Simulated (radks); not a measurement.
Question: These are the eigenvalues of the occupied orbitals of an atom or ion with whole-number occupations (hartree). Calculated with a radial shooting solver on a logarithmic mesh with Libxc functionals: scalar-relativistic Kohn-Sham, PBE, spin-polarised, spherical densities, finite nucleus; Fermi nuclear charge, rms radius of each element as measured or else 0.836 A^(1/3) + 0.57 fm.

orbital  eigenvalue
1s up     -1282.266

Which element is it, and in what charge state? The configuration may be excited. Open shells, if any, are filled with parallel spins first.

Answer: Z = 50, tin, charge +49: Sn49+ in 1s1. The 1s level, -1282.3 hartree, gives Z - s = 50.6 by -(Z - s)^2/2, which with screening and relativity narrows Z to a few neighbours, and with so few levels the electron count can be read from the list.
